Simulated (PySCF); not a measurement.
Si(CCH)2(H)(Me) (C₅H₆Si), SMILES C#C[SiH](C)C#C.

The structure is a stationary point at B3LYP-D3(BJ)/def2-SVP.

The numbers are results of TDDFT-PBE/def2-SVPD (PySCF 2.14.0), not measurements.

Vertical excitations. Gas-phase values at a fixed geometry. State labels are in the subgroup Cs.

Computed lowest excited states:
| state | symmetry | energy (eV) | λ (nm) | f | main pairs |
|---|---|---|---|---|---|
| S1 | A' | 5.62 | 221 | 0.006 | HOMO→LUMO 75 %, HOMO→LUMO+1 21 % |
| S2 | A" | 5.70 | 218 | 0.001 | HOMO−1→LUMO 54 %, HOMO−1→LUMO+1 36 %, HOMO−2→LUMO 9 % |
| S3 | A" | 5.83 | 213 | 0.002 | HOMO−2→LUMO 50 %, HOMO−1→LUMO+1 40 % |
| S4 | A' | 5.83 | 213 | 0.022 | HOMO→LUMO+1 64 %, HOMO→LUMO 14 %, HOMO−3→LUMO 13 % |
| S5 | A" | 5.88 | 211 | 0.006 | HOMO−2→LUMO+1 51 %, HOMO−2→LUMO 27 %, HOMO−1→LUMO 15 % |
| S6 | A' | 6.01 | 206 | 0.009 | HOMO−3→LUMO 50 %, HOMO−3→LUMO+1 44 % |
| S7 | A" | 6.13 | 202 | 0.027 | HOMO→LUMO+2 32 %, HOMO−2→LUMO+1 26 %, HOMO−1→LUMO 11 %, HOMO→LUMO+3 11 % |
| S8 | A' | 6.19 | 200 | 0.009 | HOMO−3→LUMO+1 35 %, HOMO−1→LUMO+2 27 %, HOMO−3→LUMO 21 %, HOMO−2→LUMO+2 5 % |
| S9 | A" | 6.38 | 194 | 0.014 | HOMO→LUMO+2 56 %, HOMO→LUMO+3 29 % |
| S10 | A' | 6.45 | 192 | 0.002 | HOMO−1→LUMO+2 48 %, HOMO−2→LUMO+2 31 %, HOMO−1→LUMO+3 17 % |
| T1 | A" | 4.84 | 256 | 0 | HOMO−1→LUMO 43 %, HOMO−1→LUMO+1 17 %, HOMO−2→LUMO+1 13 %, HOMO−2→LUMO 8 % |
| T2 | A' | 4.87 | 255 | 0 | HOMO→LUMO+1 28 %, HOMO→LUMO 24 %, HOMO−3→LUMO 14 %, HOMO−3→LUMO+1 8 % |
| T3 | A' | 5.21 | 238 | 0 | HOMO→LUMO 51 %, HOMO→LUMO+1 19 %, HOMO−3→LUMO+1 16 % |
| T4 | A" | 5.23 | 237 | 0 | HOMO−1→LUMO 29 %, HOMO−2→LUMO+1 28 %, HOMO−1→LUMO+1 21 %, HOMO→LUMO+2 9 % |
Triplets are in the Tamm–Dancoff approximation, which puts them higher than full response would, so one can lie above its singlet here.
